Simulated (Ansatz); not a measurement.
`[OH][Sc]([OH])[O][SiH3]`, relaxed with RKS PBE0-D4/def2-TZVP in Ansatz from a GFN2-xTB geometry. The force threshold is 0.005 eV/Å; the program also tests the step.

Total charge 0; spin multiplicity 1.

Start:

```xyz
10

O     0.880   -1.674    1.820
Sc    0.164   -1.233    0.237
O    -0.304   -2.468   -0.977
O    -0.097    0.577   -0.147
Si   -0.298    2.143   -0.441
H     1.257   -1.961    2.651
H    -0.530   -3.192   -1.560
H     0.715    2.573   -1.423
H    -1.654    2.351   -0.982
H    -0.132    2.885    0.823
```

Question: By how much does the energy fall, and how many steps does the optimiser take? (An estimate is asked.)

Answer: The calculation gave: 19.47 kJ/mol, in 6 steps.

Question: Which bonds change most? (Best estimate.)

Answer: Computed: O1–Sc2 from 1.792 to 1.863 Å; Sc2–O3 from 1.794 to 1.863 Å; Sc2–O4 from 1.869 to 1.903 Å; O4–Si5 from 1.607 to 1.623 Å.

Question: Give the relaxed structure. (Estimate.)

Answer: The calculation gave: 
```xyz
10

O     0.918   -1.742    1.901
Sc    0.175   -1.258    0.263
O    -0.318   -2.526   -1.010
O    -0.088    0.587   -0.122
Si   -0.305    2.162   -0.451
H     1.296   -2.037    2.724
H    -0.553   -3.215   -1.624
H     0.696    2.632   -1.450
H    -1.665    2.405   -1.009
H    -0.156    2.992    0.777
```
